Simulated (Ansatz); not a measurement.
# Group exchange: C2H11NSi2 + KOH → CH9NSi2 + CH3KO

Gas-phase species: C2H11NSi2 `C[SiH2]N(C)[SiH3]`, singlet; KOH `[OH][K]`, singlet; CH9NSi2 `C[SiH2]N[SiH3]`, singlet; CH3KO `C[O][K]`, singlet. The partners trade CH3 for H: N–CH3 and O–H bonds give way to N–H and O–CH3.

Shapes, held fixed at every level: PBE0-D4/def2-TZVP. Flexible molecules stand in one conformer, not always the lowest. Programs: Ansatz 0.2.0. Electronic energies: no zero-point or thermal term.

```json
{"level": "SPW92/def2-TZVPP", "kind": "LDA", "ΔE (kJ/mol)": "+8.7", "less CCSD(T)/def2-TZVPP": "0.0"}
{"level": "PBE-D4/def2-TZVPP", "kind": "GGA", "ΔE (kJ/mol)": "+6.6", "less CCSD(T)/def2-TZVPP": "-2.1"}
{"level": "r2SCAN-D4/def2-TZVPP", "kind": "meta-GGA", "ΔE (kJ/mol)": "+3.9", "less CCSD(T)/def2-TZVPP": "-4.8"}
{"level": "B3LYP-D4/def2-TZVPP", "kind": "global hybrid", "ΔE (kJ/mol)": "+5.9", "less CCSD(T)/def2-TZVPP": "-2.8"}
{"level": "r2SCAN0-D4/def2-TZVPP", "kind": "global hybrid", "ΔE (kJ/mol)": "+4.6", "less CCSD(T)/def2-TZVPP": "-4.1"}
{"level": "wB97X-V/def2-TZVPP", "kind": "range-separated hybrid", "ΔE (kJ/mol)": "+6.9", "less CCSD(T)/def2-TZVPP": "-1.8"}
{"level": "B2PLYP/def2-TZVPP", "kind": "double hybrid", "ΔE (kJ/mol)": "+3.4", "less CCSD(T)/def2-TZVPP": "-5.3"}
{"level": "CCSD(T)/def2-TZVPP", "kind": "coupled cluster or CI", "ΔE (kJ/mol)": "+8.7", "less CCSD(T)/def2-TZVPP": "0.0"}
```

The highest level, CCSD(T)/def2-TZVPP, gives ΔE = +8.7 kJ/mol; the levels span +3.4 to +8.7. The column of differences is taken from that level and isn't an error. No measured value is set beside it here. Outer-core shells of K are correlated, in sets that cover them unevenly. Sets without diffuse functions underbind ionic bonds of s-block metals.
